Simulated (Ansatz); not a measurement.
Isomers of Sn$_{3}$S$_{3}$ (singlet), relaxed with r2SCAN-D4/def2-SVP; total energies from Ansatz at PBE0-D4/def2-TZVP.

```csv
isomer,description,energy (Eh)
A,point group C2v; 8 × S–Sn 2.48 to 2.76 Å,-1837.40351
B,point group not assigned; 6 × S–Sn 2.46 to 2.47 Å,-1837.37688
C,point group Cs; 7 × S–Sn 2.40 to 2.72 Å,-1837.39408
```

In the def2 sets Sn takes a core potential; there is no spin–orbit coupling.

The isomers come from a short search, and lower ones may exist.

Work out the relative energies (1 Eh = 2625.5 kJ/mol) and the Boltzmann populations at 1200 K from electronic energies alone (R = 8.314 J/mol/K).

ΔE: A 0.0, B 69.9, C 24.8 kJ/mol. RT = 9.98 kJ/mol. Factors exp(−ΔE/RT): A 1, B 0.000908, C 0.0833; sum 1.084. Populations: A 92.2 %, B 0.1 %, C 7.7 %. Zero-point energy, vibrational entropy and symmetry numbers are left out and can shift these; an error of 4 kJ/mol changes a ratio by a factor of 1.5. Over the other density-functional and correlated levels in def2 sets, the gap between A and C ranges from 19 to 27 kJ/mol.
